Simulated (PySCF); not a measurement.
C2H6F2OSi3.
SMILES with atom numbers: `[O:1]=[CH:2][C@:3]1([F:4])[SiH2:5][Si@H:6]([F:7])[SiH2:8]1`

Cartesian coordinates in Å at the GFN2-xTB level; atoms count from 1:
```xyz
14
C2H6F2OSi3 angstrom
O     -1.704    0.393   -1.733
C     -1.928    0.172   -0.561
C     -0.876   -0.052    0.413
F     -1.426   -0.280    1.680
Si     0.377    1.490    0.443
Si     2.064   -0.057   -0.062
F      2.848    0.190   -1.460
Si     0.276   -1.569   -0.151
H     -2.962    0.131   -0.170
H      0.287    2.058    1.792
H     -0.081    2.508   -0.503
H      3.226   -0.264    0.806
H     -0.232   -2.128   -1.403
H      0.130   -2.592    0.888
```

Definitions: NICS(0) = −σiso at the ring centroid; NICS(1) = −σiso and NICS(1)zz = −σzz at ±1 Å along the ring normal z. Level: GIAO PBE0/pcSseg-1 (PySCF, non-relativistic, gas phase) on the GFN2-xTB geometry, one conformer.

Ring bond lengths (Å), with Mayer bond orders in brackets: C3–Si5 1.987 (0.74), Si5–Si6 2.344 (0.85), Si6–Si8 2.343 (0.85), Si8–C3 1.986 (0.74).

Problem. What do the NICS probes read (ppm)?

Solution. 
```tsv
ring	type	NICS(0)	NICS(1), two faces	NICS(1)zz, two faces	rms pucker (Å)	centre to ring atoms, mean (Å)
C3–Si5–Si6–Si8	4-membered ring with 3 Si; formal bonds all single	2.8	0.7 / -0.7	4.9 / 3.9	0.04	1.53
```

Problem. What can be read from them?

Solution. 
- C3–Si5–Si6–Si8: mean NICS(1)zz 4.4 ppm, deshielded. C3, Si5, Si6, Si8 have four or more neighbours, and the NICS criterion for π rings isn't applied.

Problem. How shielded are the nuclei of the rings and their hydrogens (means over atoms taken as equivalent)?

Solution. 
| atoms | environment | σ isotropic (ppm) |
| --- | --- | --- |
| C3 | sp3 C–F carbon | 81.5 |
| Si5 (×2) | SiH2 silicon | 373.6 |
| Si6 | fluorine-bound silicon | 305.8 |
| H10 (×2) | Si–H hydrogen | 26.75 |
| H11 (×2) | Si–H hydrogen | 26.66 |
| H12 | Si–H hydrogen | 24.90 |

Time: 55 s of wall time; peak memory 0.84 GiB. Hardware: one thread, Arm Neoverse N1 (aarch64), shared host with 64 logical CPUs at a one-minute load of 62. This is the whole shielding run at PBE0/pcSseg-1, SCF included.
